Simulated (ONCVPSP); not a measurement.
Building the ONCV potential for niobium (LDA (Perdew-Wang 92), scalar-relativistic).

ONCVPSP 4.0.1 input, shortened (lines: element, Z, core and valence counts, functional; n l f; lmax; l rc ep ncon nbas qcut; lloc lpopt rc5 dvloc0; l nproj debl; icmod fcfact rcfact), LDA (Perdew-Wang 92), scalar-relativistic:

```
  Nb 41.00    7    4  -001012      upf
    1    0    2.00
    2    0    2.00
    2    1    6.00
    3    0    2.00
    3    1    6.00
    3    2   10.00
    4    0    2.00
    4    1    6.00
    4    2    4.00
    5    0    0.75
    5    1    0.25
    2
    0    2.65    0.00    4    7    2.20
    1    2.25    0.00    3    6    6.80
    2    2.50    0.00    4    9    5.60
    4    4    1.45    0.00
    0    3    1.10
    1    2    0.60
    2    2    1.90
    0    0.00    0.00
```

All-electron outer shells of the reference configuration (LDA (PZ), scalar-relativistic, ld1.x):

```json
{"shell": "3d", "level (eV)": "-196.92", "outermost node (bohr)": "–", "outermost maximum (bohr)": "0.33"}
{"shell": "4s", "level (eV)": "-58.79", "outermost node (bohr)": "0.53", "outermost maximum (bohr)": "1.02"}
{"shell": "4p", "level (eV)": "-34.94", "outermost node (bohr)": "0.54", "outermost maximum (bohr)": "1.12"}
{"shell": "5s", "level (eV)": "-4.42", "outermost node (bohr)": "1.40", "outermost maximum (bohr)": "3.04"}
{"shell": "4d", "level (eV)": "-3.51", "outermost node (bohr)": "0.55", "outermost maximum (bohr)": "1.51"}
{"shell": "5p", "level (eV)": "-1.42", "outermost node (bohr)": "1.62", "outermost maximum (bohr)": "4.15"}
```

Results:

- Cutoffs needed: 12 Ha and 14 Ha (the cutoffs (Ha) at which the residual kinetic energy of the hardest occupied pseudo-wave falls to 1 and 0.1 mHa per electron)
- Ghost test: ghosts flagged at negative energy: s at -59.5 eV; GHOST(+) flagged for s at 4.0 eV, s at 272.3 eV; a true bound ghost makes a file unfit for plane-wave use
- Configuration tests: 1 of 4 tests not solved or not reliable

Generation and tests took about 3.2 s on one core of a shared server CPU.
